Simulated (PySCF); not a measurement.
C5H7F, SMILES F[C@H]1C=CCC1.

The structure is a stationary point at PBE-D3(BJ)/def2-SVP. The structure was generated by enumeration; whether it is a known compound was not checked. Other conformers were not sampled.

Vertical ionisation energy (IE) and electron affinity (EA) in eV. Rows of orbital energies are one-electron estimates. Where ΔSCF, EOM or ADC give a negative EA the extra electron is unbound and the value depends on the basis.

```csv
level,IE,EA
"−ε(HOMO), −ε(LUMO), PBE0/def2-TZVP (PySCF)",7.41,0.04
"−ε(HOMO), −ε(LUMO), PBE/def2-TZVP (PySCF)",6.27,1.08
```
